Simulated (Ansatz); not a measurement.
Geometry optimisation, RKS B3LYP-D4/def2-SVP in Ansatz 0.2.0.

Input:

```yaml
crystal:
  periodic: [false, false, false]
  atoms:
    - { symbol: Al, position_ang: [-0.2307, -0.8444, -0.566] }
    - { symbol: Br, position_ang: [1.1827, 1.4523, -1.371] }
    - { symbol: Cl, position_ang: [1.1732, -2.2758, -0.4048] }
    - { symbol: Cl, position_ang: [-2.1282, -0.5846, -1.1976] }
    - { symbol: H, position_ang: [0.6529, 1.0918, 0.5142] }
    - { symbol: O, position_ang: [-0.0109, 0.3168, 1.2679] }
    - { symbol: H, position_ang: [-0.6389, 0.8439, 1.7573] }
basis:
  gaussian: { orbitals: def2-SVP }
hamiltonian:
  xc: b3lyp
  dispersion: d4
relax:
  f_tol: 0.15
  max_steps: 25
  restrain:
    - { distance: [0, 5], at: 1.87, k: 30.0 }
    - { distance: [4, 1], at: 1.51, k: 30.0 }
    - { distance: [0, 1], at: 3.71, k: 30.0 }
    - { distance: [4, 5], at: 2.27, k: 30.0 }
```

Launched with:

```bash
$ ansatz run input.yaml --threads 2 --pin off --max-ram 3072MiB --backend cpu --events-out ev --progress --plain --runs-dir out
```

Task: Where does it end, and by what steps?

Result: It converged. The restraints hold the end off the free minimum. After 9 steps the energy has fallen by 0.467 eV (the restraints' own energy left out); H5 moved furthest, 0.80 Å. Joined: Br2–H5 (1.99 → 1.48 Å).

```csv
step,energy less start (eV),largest force component (eV/Å),accepted
0,0.0000,3.626,yes
1,0.6328,3.387,yes
2,0.4690,3.590,yes
3,-0.1220,2.703,yes
4,-0.4115,1.382,yes
5,-0.2279,4.642,no
6,-0.4512,1.553,yes
7,-0.4588,1.561,yes
8,-0.4618,1.620,yes
9,-0.4665,1.646,yes
```

```xyz
7
Properties=species:S:1:pos:R:3
Al -0.453 -0.982 -0.098
Br 1.518 1.935 -1.259
Cl 1.022 -2.374 -0.554
Cl -2.284 -0.926 -1.095
H 1.188 1.548 0.131
O -0.130 0.120 1.292
H -0.862 0.679 1.583
```

Run time: 26 s on 2 threads of Intel(R) Xeon(R) Platinum 8488C (Sapphire Rapids) (shared host), peak memory 0.3 GiB.
